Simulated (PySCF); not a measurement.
**From computed data to an observable: chemical shift, span and skew from a shielding tensor**

AlH7O2Si2, SMILES [OH][Al]([OH])[SiH2][SiH3]. Atoms are numbered in the order given.

```xyz
12

Si     2.4656    -0.6608     0.0000
Si     0.8392     1.0414     0.0000
Al    -1.3639     0.0432     0.0000
O     -2.0781    -0.3154    -1.5043
O     -2.0781    -0.3154     1.5043
H      3.8560    -0.1158     0.0000
H      2.2933    -1.5221     1.2088
H      2.2933    -1.5221    -1.2088
H      1.0537     1.8931    -1.2106
H      1.0537     1.8931     1.2106
H     -2.9180    -0.7351    -1.7069
H     -2.9180    -0.7351     1.7069
```
Charge 0, spin multiplicity 1.

Geometry optimised at B3LYP-D3(BJ)/def2-SVP. The structure was generated by enumeration; whether it is a known compound was not checked. Other conformers were not sampled.

GIAO shieldings from PBE/pcSseg-1 in PySCF, non-relativistic, no solvent. The symmetric part of the tensor of Si2 has the principal values 465.9, 481.0, 518.7 ppm. The same nucleus in TMS has σ = 335.4 ppm at this level (PySCF, at its B3LYP-D3(BJ)/def2-TZVP geometry).

Work out the isotropic shielding, the ²⁹Si shift against TMS, the span and the skew.


σ(iso) = (σ11 + σ22 + σ33)/3 = 488.5 ppm. δ = σ(ref) − σ(iso) = 335.4 − (488.5) = -153.1 ppm.
Span Ω = σ33 − σ11 = 52.8 ppm. Skew κ = 3(σ(iso) − σ22)/Ω = 0.43. Tumbling in solution averages the tensor to δ; in a static solid the shielding alone would spread this spin-1/2 line over Ω.
